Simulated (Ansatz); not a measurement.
Reaction (formal exchange of groups at the Si–C bond): `F[C@H](Cl)[Si@@H]1CO1` + `C=CBr` → `Br[SiH]1CO1` + `C=CC(F)Cl`

Program: Ansatz. Geometries: PBE0-D4/def2-TZVP. ΔE: electronic, gas phase. CCSD(T)/CBS is the MP2 limit (def2-TZVPP, def2-QZVPP) plus CCSD(T) − MP2 in def2-TZVPP, frozen cores. Functionals use def2-TZVPP. HSE06 is defined as in plane-wave codes. For Br outer-core shells are correlated without core-valence functions, which leaves a few kJ/mol of doubt a bond. Scalar relativity is left out up to krypton. Each species was taken in one conformer, which may not be the lowest.

```tsv
level	ΔE (kJ/mol)
LDA (SPW92)	-152.2
r2SCAN-D4	-156.8
HSE06-D4	-155.4
CAM-B3LYP-D4	-155.3
revPBE	-144.4
BLYP	-143.4
HF/def2-SVP	-178.0
MP2/def2-SVP	-170.8
```

Task: What does CCSD(T)/CBS give? (Estimate.)

Result: Computed: -158.6 kJ/mol. The listed levels differ from it by 6.4, 1.8, 3.2, 3.3, 14.2, 15.2, -19.4, -12.2 kJ/mol.

Largest T1 diagnostic among the species: 0.013.

From PBE to PBE0 (25 % exact exchange), in def2-TZVPP and without D4, ΔE moves by −10.2 kJ/mol. At CCSD(T), def2-SVP lies −7.2 kJ/mol from the extrapolated value and def2-TZVPP +3.6 kJ/mol. In def2-TZVPP, CCSD(T) changes the Hartree–Fock value by +19.1 kJ/mol (the triples alone add +2.7 kJ/mol) and MP2 by +14.7 kJ/mol.
